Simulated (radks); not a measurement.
All-electron atom: Mg+ in [Ne] 3s1 (the NIST ground configuration). Calculated with a radial shooting solver on a logarithmic mesh with Libxc functionals: non-relativistic Kohn-Sham, PBE, spin-polarised, spherical densities, point nucleus; open shells are filled with parallel spins first.

X-ray form factor f0, the Fourier transform of the density (f0(0) = 11):

sin(theta)/lambda (1/angstrom)  f0 (electrons)
0.05                                    10.760
0.1                                     10.168
0.15                                     9.455
0.2                                      8.755
0.25                                     8.087
0.3                                      7.436
0.4                                      6.167
0.5                                      5.011
0.6                                      4.046
0.8                                      2.732
1                                        2.029
1.25                                     1.603
1.5                                      1.387
2                                        1.116
